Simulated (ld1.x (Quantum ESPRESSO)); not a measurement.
**Cr: excitation energies, all-electron against RRKJ**

* Element: Cr
* Generator: ld1.x (Quantum ESPRESSO) 7.5
* Type: norm-conserving RRKJ (Kleinman–Bylander form)
* Functional: PBEsol
* Relativity: scalar-relativistic
* Frozen core: [Ne]
* Valence charge: 14
* Reference configuration: 3s2 3p6 3d5 4s1 4p0
* Partial waves: 3s (bound): rc 1.40 bohr; 3p (bound): rc 1.15 bohr; 3d (bound): rc 1.20 bohr
* Local potential: all-electron potential smoothed inside 1.25 bohr (lloc = -1)
* Core correction: none

Occupied shells without a wave of their own: 4s. They enter only through the test configuration that unscreens the potential.

Energies are relative to the spin-unpolarised reference configuration 3s2 3p6 3d5 4s1 4p0; without spin polarisation the order of configurations can differ from experiment.

| valence configuration | charge | ΔE all-electron (eV) | error AE − PS (meV) |
| --- | --- | --- | --- |
| 3s2 3p6 3d4 4s0 4p0 | +2 | 22.887 | -226 |
| 3s1 3p6 3d5 4s1 4p0 | +1 | 80.040 | -52 |
| 3s2 3p6 3d4 4s1 4p0 | +1 | 8.009 | +4.5 |
| 3s2 3p6 3d5.5 4s0.5 4p0 | 0 | 0.723 | -45 |
| 3s2 3p6 3d5 4s0.5 4p0 | +0.5 | 2.707 | -58 |

Q: What are ΔE and the potential's error for 3s2 3p6 3d5 4s0 4p0?

A: ΔE = 6.873 eV all-electron; the error (AE − PS) is -134 meV.

Q: What are ΔE and the potential's error for 3s2 3p6 3d3 4s0 4p0?

A: ΔE = 53.592 eV all-electron; the error (AE − PS) is -328 meV.

ld1.x printed “convergence not achieved” for 2 of the counted tests; their residual had stalled under 1e-8, short of the target of 1e-14. The 4s level has no wave, so the channel is fitted at the deeper level alone: the likely source of the large errors.
